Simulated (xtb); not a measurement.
tert-butanol (C₄H₁₀O), singlet, from a rough starting geometry; GFN2-xTB (xtb 6.7.1).

Input for xtb:
```
$ xtb mol.xyz --gfn 2 --opt vtight --json

# file mol.xyz
15

C     -0.19577885    -1.35343250    -0.41798393
C     -0.10275511    -0.00757100     0.26424371
C     -0.61522540     1.06624574    -0.77527892
C      1.30643388     0.31697368     0.65279712
O     -0.88836340     0.02918854     1.36706587
H      0.48012030    -1.44215053    -1.32926801
H      0.12084490    -2.15622037     0.23193013
H     -1.18946367    -1.56935499    -0.70822578
H     -0.55108775     2.07730915    -0.20198174
H      0.00893726     1.12092302    -1.65294388
H     -1.63840801     0.89415315    -1.04167085
H      2.00819260     0.32001387    -0.17842166
H      1.67579536    -0.46246578     1.34432783
H      1.35924449     1.28402386     1.09055487
H     -1.79156512    -0.11954761     1.16579872
```

The log (banner, timings and long lists left out):

```
   ID    Z sym.   atoms
    1    6 C      1-4
    2    8 O      5
    3    1 H      6-15

           -------------------------------------------------
          |                Calculation Setup                |
           -------------------------------------------------

           -------------------------------------------------
          |                 G F N 2 - x T B                 |
           -------------------------------------------------

          ...................................................
          :                      SETUP                      :
          :.................................................:
          :  # basis functions                  30          :
          :  # atomic orbitals                  30          :
          :  # shells                           20          :
          :  # electrons                        32          :
          :  max. iterations                   250          :
          :  Hamiltonian                  GFN2-xTB          :
          :  restarted?                      false          :
          :  GBSA solvation                  false          :
          :  PC potential                    false          :
          :  electronic temp.          300.0000000     K    :
          :  accuracy                    1.0000000          :
          :  -> integral cutoff          0.2500000E+02      :
          :  -> integral neglect         0.1000000E-07      :
          :  -> SCF convergence          0.1000000E-05 Eh   :
          :  -> wf. convergence          0.1000000E-03 e    :
          :  Broyden damping             0.4000000          :
          :  net charge                          0          :
          :  unpaired electrons                  0          :
          ...................................................

 iter      E             dE          RMSdq      gap      omega  full diag
   1    -17.9130717 -0.179131E+02  0.294E+00   12.28       0.0  T
   2    -17.9432541 -0.301823E-01  0.173E+00   11.98       1.0  T
   3    -17.9440406 -0.786504E-03  0.738E-01   12.12       1.0  T
   4    -17.9446952 -0.654617E-03  0.191E-01   12.14       1.0  T
   5    -17.9448276 -0.132388E-03  0.683E-02   12.16       1.0  T
   6    -17.9448288 -0.124864E-05  0.963E-03   12.16       2.7  T
   7    -17.9448290 -0.128930E-06  0.444E-03   12.16       5.8  T
   8    -17.9448290 -0.157167E-07  0.965E-04   12.16      26.8  T
   9    -17.9448290 -0.449717E-09  0.324E-04   12.16      79.8  T

[...]
         :: total energy             -17.718990895393 Eh    ::
 * total energy  :   -17.7189909 Eh     change       -0.8544632E-10 Eh
 * total energy  :   -17.7299503 Eh     change       -0.1095940E-01 Eh
 * total energy  :   -17.7315651 Eh     change       -0.1614843E-02 Eh
 * total energy  :   -17.7317839 Eh     change       -0.2187560E-03 Eh
 * total energy  :   -17.7318136 Eh     change       -0.2972375E-04 Eh
 * total energy  :   -17.7318249 Eh     change       -0.1123552E-04 Eh
 * total energy  :   -17.7318266 Eh     change       -0.1797969E-05 Eh
 * total energy  :   -17.7318272 Eh     change       -0.5341100E-06 Eh
 * total energy  :   -17.7318275 Eh     change       -0.3453601E-06 Eh
 * total energy  :   -17.7318277 Eh     change       -0.1212093E-06 Eh
 * total energy  :   -17.7318277 Eh     change       -0.2938697E-07 Eh
   *** GEOMETRY OPTIMIZATION CONVERGED AFTER 11 ITERATIONS ***
         :: total energy             -17.731827679841 Eh    ::
[...]

 Mol. C6AA /au·bohr⁶  :       1451.436361
 Mol. C8AA /au·bohr⁸  :      29763.136750
 Mol. α(0) /au        :         56.147523

Wiberg/Mayer (AO) data.
largest (>0.10) Wiberg bond orders for each atom

 ---------------------------------------------------------------------------
     #   Z sym  total        # sym  WBO       # sym  WBO       # sym  WBO
 ---------------------------------------------------------------------------
     1   6 C    3.996 --     2 C    0.990     6 H    0.986     7 H    0.986
                             8 H    0.985
     2   6 C    3.952 --     4 C    0.995     3 C    0.990     1 C    0.990
                             5 O    0.974
     3   6 C    3.996 --     2 C    0.990    10 H    0.986     9 H    0.986
                            11 H    0.985
     4   6 C    3.995 --     2 C    0.995    12 H    0.987    14 H    0.985
                            13 H    0.985
     5   8 O    1.957 --     2 C    0.974    15 H    0.902
     6   1 H    0.999 --     1 C    0.986
     7   1 H    0.998 --     1 C    0.986
     8   1 H    0.999 --     1 C    0.985
     9   1 H    0.998 --     3 C    0.986
    10   1 H    0.999 --     3 C    0.986
    11   1 H    0.999 --     3 C    0.985
    12   1 H    0.999 --     4 C    0.987
    13   1 H    0.997 --     4 C    0.985
    14   1 H    0.997 --     4 C    0.985
    15   1 H    0.920 --     5 O    0.902
 ---------------------------------------------------------------------------

Topologies differ in total number of bonds
Writing topology from bond orders to xtbtopo.mol

molecular dipole:
                 x           y           z       tot (Debye)
 q only:       -0.083      -0.074      -0.478
   full:       -0.246      -0.124      -0.665       1.831
molecular quadrupole (traceless):
                xx          xy          yy          xz          yz          zz
 q only:        2.856       0.478       0.203       0.233      -0.368      -3.059
  q+dip:        3.881       0.617       0.470       0.336      -0.547      -4.351
   full:        4.078       0.683       0.208       0.231      -0.521      -4.285

optimized geometry written to: xtbopt.xyz

           -------------------------------------------------
          | TOTAL ENERGY              -17.731827679841 Eh   |
          | GRADIENT NORM               0.000039731224 Eh/α |
          | HOMO-LUMO GAP              12.180083116484 eV   |
           -------------------------------------------------

normal termination of xtb
```
